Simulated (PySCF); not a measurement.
I(2+): excitation energy

I(2+) [Kr] 4d10 5s2 5p3 (4S) → I(2+) [Kr] 4d10 5s1 5p3 5d1 (6D), as a difference of total energies. All numbers are calculated (PySCF 2.14, scalar relativity by spin-free X2C-1e, in x2c-QZVPPall with one added diffuse shell each of s, p, d, f type (14s10p8d5f1g, 128 functions)). The calculations carry no spin-orbit coupling.

| method | excitation energy (cm⁻¹) |
| --- | --- |
| UHF | 162430 |
| wB97X-V | 182680 |
| M06 | 185770 |
| MN15 | 182120 |

The promoted electron is Rydberg-like, and one or two diffuse shells describe it only roughly, which tends to raise the upper state.
